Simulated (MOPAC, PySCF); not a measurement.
H3FO3Si, SMILES `O[Si](O)(F)O`, neutral singlet in the gas phase. 

Z-matrix (Å, degrees):
```
Si
F 1 1.6003
O 1 1.6232 2 109.04
H 3 0.9601 1 119.18 2 59.73
O 1 1.6232 2 109.04 3 -120.00
H 5 0.9601 1 119.17 2 59.72
O 1 1.6232 2 109.04 5 -120.00
H 7 0.9601 1 119.17 2 59.72
```
Charge 0, multiplicity 1.

All levels are single points at this geometry (B3LYP-D3(BJ)/def2-TZVP); Pople sets use spherical d functions. Orbital energies aren't observables, and empty levels follow the basis.

| level | HOMO (eV) | LUMO (eV) | gap (eV) | dipole (D) | vertical IE, Delta-SCF (eV) |
|---|---|---|---|---|---|
| PBE-D3(BJ)/def2-TZVP in PySCF | -7.90 | -0.54 | 7.36 | 0.48 | – |
| TPSSh-D3(BJ)/def2-TZVP in PySCF | -8.73 | 0.05 | 8.78 | 0.50 | – |
| B3LYP/6-311+G** in PySCF | -9.61 | -0.78 | 8.83 | 0.58 | – |
| B3LYP/6-31G* in PySCF | -8.99 | 0.74 | 9.73 | 0.71 | 11.71 |
| BP86/6-31G* in PySCF | -7.53 | 0.19 | 7.72 | 0.70 | – |
| PBE/6-31G* in PySCF | -7.41 | 0.13 | 7.54 | 0.68 | – |
| SVWN5/6-31G* in PySCF | -7.56 | -0.03 | 7.53 | 0.71 | – |
| HF/3-21G in PySCF | -14.02 | 5.33 | 19.35 | 1.19 | – |
| HF/6-31G* in PySCF | -14.26 | 4.62 | 18.87 | 0.81 | 11.47 |
| HF/STO-3G in PySCF | -10.03 | 12.07 | 22.11 | 1.00 | – |
| AM1 in MOPAC | -12.73 | 1.83 | 14.56 | 1.02 | – |
| PM6 in MOPAC | -12.78 | 0.59 | 13.38 | 0.51 | – |
| PM7 in MOPAC | -12.76 | 0.26 | 13.01 | 0.52 | – |
